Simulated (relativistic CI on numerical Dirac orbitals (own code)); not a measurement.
## Radial parameters of Lu44+

These numbers are calculated, not measured: Dirac-Coulomb-Breit CI, orbitals from a KLI potential per configuration, model QED (radiative potential, 1s self-energy scaled to tabulated hydrogen-like ionisation energies), unscaled Slater integrals (own radial code, finite nucleus).

Slater integrals F^k, G^k are unscaled and averaged over j, outside the closed core [Ne]; ζ comes from projecting the Hamiltonian with its Breit term on Σ l·s of the shell.

- 3s2 3p6 3d9: ζ(3d) = 175230 cm⁻¹; <r>(3d) = 0.1848, <r^2>(3d) = 0.0397 (bohr units).
- 3s2 3p5 3d10: ζ(3p) = 1.3532e+06 cm⁻¹; <r>(3p) = 0.205, <r^2>(3p) = 0.04872 (bohr units).
- 3s2 3p6 3d8 4s: F^2(3d,3d) = 554420, F^4(3d,3d) = 357520, ζ(3d) = 177940, G^2(3d,4s) = 57554 cm⁻¹; <r>(3d) = 0.1836, <r^2>(3d) = 0.03918, <r>(4s) = 0.4062, <r^2>(4s) = 0.1857 (bohr units).

Problem. Give the Racah parameters of the d shell in 3s2 3p6 3d8 4s.

Solution. B = F²/49 − 5F⁴/441 = 7261 cm⁻¹ and C = 35F⁴/441 = 28374 cm⁻¹.

Averages of the first 10 configurations, taken without configuration mixing, which lowers the lowest level and can move excited configurations by several eV; other configurations of the list can lie among them:

```
  Configuration  Parity  States  Average energy above the lowest level (eV)
    3s2 3p6 3d9    even      10                                        21.9
   3s2 3p5 3d10     odd       6                                       501.1
    3s 3p6 3d10    even       2                                       891.6
 3s2 3p6 3d8 4s    even      90                                      1487.2
 3s2 3p6 3d8 4p     odd     270                                      1633.5
3s2 3p4 3d10 4s    even      30                                      2435.7
 3s2 3p6 3d8 4d    even     450                                      1809.4
3s2 3p4 3d10 4p     odd      90                                      2582.5
 3s2 3p5 3d9 4s     odd     120                                      1957.6
 3s2 3p6 3d8 4f     odd     630                                      1962.1
```
